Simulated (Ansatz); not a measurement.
Calculated with Ansatz (gas phase, PBE0-D4/def2-TZVP geometries, no zero-point term in ΔE). CCSD(T)/CBS is the MP2 limit (def2-TZVPP, def2-QZVPP) plus CCSD(T) − MP2 in def2-TZVPP, frozen cores. One conformer a species, not always the lowest.

Reaction (redistribution): `[SiH2]1[SiH2][SiH2]1` + `CB(C)CCl` → `Cl[SiH]1[SiH2][SiH2]1` + `CB(C)C`

```json
{"level": "HF/def2-QZVPP", "ΔE (kJ/mol)": "-153.8"}
{"level": "HF/CBS(def2)", "ΔE (kJ/mol)": "-154.0"}
```

Q: What does CCSD(T)/CBS give? (Best estimate.)

A: Ansatz gave: -147.2 kJ/mol. The listed levels differ from it by -6.6, -6.8 kJ/mol.

Largest T1 diagnostic among the species: 0.015.

In def2-TZVPP, CCSD(T) changes the Hartree–Fock value by +10.3 kJ/mol (the triples alone add +2.2 kJ/mol) and MP2 by +3.9 kJ/mol. From PBE to PBE0 (25 % exact exchange), in def2-TZVPP and without D4, ΔE moves by −3.2 kJ/mol.
